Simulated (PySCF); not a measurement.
# Two-photon absorption: 3-pyridinecarboxaldehyde (SMILES O=Cc1cccnc1)

Cartesian coordinates in Å; atom numbers follow the order of the lines, from 1:
```xyz
13

O    -2.569    1.667   -0.263
C    -2.202    0.523   -0.170
C    -0.786    0.110   -0.067
C     0.239    1.062   -0.075
C     1.550    0.619    0.025
C     1.780   -0.758    0.128
N     0.814   -1.672    0.136
C    -0.439   -1.240    0.040
H    -2.937   -0.322   -0.154
H    -0.021    2.120   -0.158
H     2.389    1.318    0.024
H     2.806   -1.135    0.208
H    -1.227   -2.005    0.048
```

Level of theory: PySCF 2.14.0, TDDFT CAM-B3LYP/aug-cc-pVDZ excited states, vertical, gas phase. Geometry: PBE0-D3(BJ)/def2-SVP.

(1) How strongly do the lowest singlets absorb one photon, and two photons of half the energy?

Answers

(1) δ for parallel linear polarisation; σ at the peak of a Lorentzian of half width 0.1 eV, single beam; Ω is circular over linear.
| state | E (eV) | f | photon λ (nm) | δ (au) | σ (GM) | Ω | main |
| --- | --- | --- | --- | --- | --- | --- | --- |
| S1 | 3.79 | 0.000 | 654 | 0.22 | 0.00 | 1.50 | HOMO→LUMO 0.72, HOMO−2→LUMO 0.16 |
| S2 | 4.69 | 0.001 | 529 | 0.29 | 0.00 | 1.50 | HOMO−2→LUMO 0.70, HOMO→LUMO 0.20 |
| S3 | 5.15 | 0.003 | 482 | 0.68 | 0.01 | 1.50 | HOMO→LUMO+1 0.67, HOMO−2→LUMO+1 0.30 |
| S4 | 5.20 | 0.129 | 477 | 63.5 | 0.63 | 0.88 | HOMO−1→LUMO 0.65, HOMO−1→LUMO+1 0.13 |
| S5 | 5.66 | 0.160 | 438 | 60.6 | 0.71 | 0.74 | HOMO−3→LUMO 0.53, HOMO−1→LUMO 0.25 |
| S6 | 6.42 | 0.001 | 387 | 0.14 | 0.00 | 1.50 | HOMO−2→LUMO+1 0.66, HOMO→LUMO+1 0.29 |

Among these, the strongest one-photon state is S5, the strongest two-photon state S5, with a dipole change of 1.7 D (relaxed, norm of the difference vector).
